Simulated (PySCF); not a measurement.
Electronic structure of Dy (dysprosium, neutral) at the PBE level

Configuration: [Xe] 4f9 6s2 6p1, one real determinant (an excited configuration). All numbers are calculated (PySCF 2.14, the spin-free X2C one-electron Hamiltonian (Gaussian nucleus), in x2c-TZVPPall (11s7p7d4f2g, 113 functions)).

| Quantity | Value |
| --- | --- |
| Total energy | -12156.53 hartree |
| One-electron energy | -16624.70 hartree |
| Hartree (Coulomb) energy | 4734.79 hartree |
| Exchange-correlation energy | -266.62 hartree |
| ⟨S²⟩ | 12.2400 |
| ⟨L²⟩ | 26.817 |
| Sum of ⟨r⟩ | 46.10 bohr |
| Sum of ⟨r²⟩ | 91.10 bohr² |
| Traceless quadrupole moment −½Σ⟨3z² − r²⟩ along its main axis | -9.60 e·bohr² |
| Langevin diamagnetic susceptibility | -72.2 ×10⁻⁶ cm³/mol |
| Time after the integrals | of the order of 9 core-seconds |

```tsv
shell	electrons	mean orbital energy (eV)	spread (eV)	rms radius, mean of both spins (bohr)
1s α	1	-53520.9	0	0.0240
1s β	1	-53520.9	0	0.0240
2s α	1	-8921.4	0	0.0971
2s β	1	-8921.3	0	0.0971
2p α	3	-7933.8	0.257	0.0874
2p β	3	-7933.8	0.252	0.0874
3s α	1	-1995.5	0	0.251
3s β	1	-1993.4	0	0.251
3p α	3	-1690.9	1.497	0.251
3p β	3	-1688.9	1.123	0.251
3d α	5	-1291.0	1.410	0.230
3d β	5	-1289.4	0.973	0.230
4s α	1	-404.44	0	0.563
4s β	1	-399.80	0	0.563
4p α	3	-303.67	2.335	0.598
4p β	3	-299.08	1.493	0.598
4d α	5	-164.40	2.567	0.655
4d β	5	-159.88	1.369	0.655
5s α	1	-56.478	0	1.36
5s β	1	-54.241	0	1.36
5p α	3	-31.953	0.751	1.60
5p β	3	-30.341	0.519	1.60
4f α	7	-13.671	2.458	0.921
4f β	2	-10.134	0.431	0.921
6s α	1	-5.632	0	3.86
6s β	1	-5.221	0	3.86
6p α	1	-2.514	0	5.14
```

⟨L²⟩ = 26.82 against 42 for a pure I term, so this real determinant mixes terms. Spin-orbit coupling, absent here, splits the open shell strongly. ⟨S²⟩ = 12.24 against 12.00 shows spin contamination.

Densities and radii are taken from the X2C orbitals without a picture-change correction, which distorts them close to the nucleus.
